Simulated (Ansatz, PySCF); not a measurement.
Molecule: InO, charge 0, multiplicity 2. 
Coordinates optimised at B3LYP-D3(BJ)/def2-TZVP (Ansatz, a first-principles code):
```
In
O 1 1.9430
```
Charge 0, spin multiplicity 2.

Dipole moments at this geometry, in debye (magnitudes).

```
level                 program  dipole (D)
--------------------  -------  ----------
BP86/def2-TZVPD         PySCF        4.26
B3LYP/def2-TZVPD       Ansatz        4.31
PW6B95/def2-TZVPD       PySCF        4.33
CAM-B3LYP/def2-TZVPD   Ansatz         ___
LC-wPBE/def2-TZVPD     Ansatz        4.39
CCSD(T)/def2-SVPD      Ansatz         ___
```

**Question.** Complete the blanks.

**Answer.** 
- CAM-B3LYP/def2-TZVPD, dipole (D): 4.32
- CCSD(T)/def2-SVPD, dipole (D): 4.54
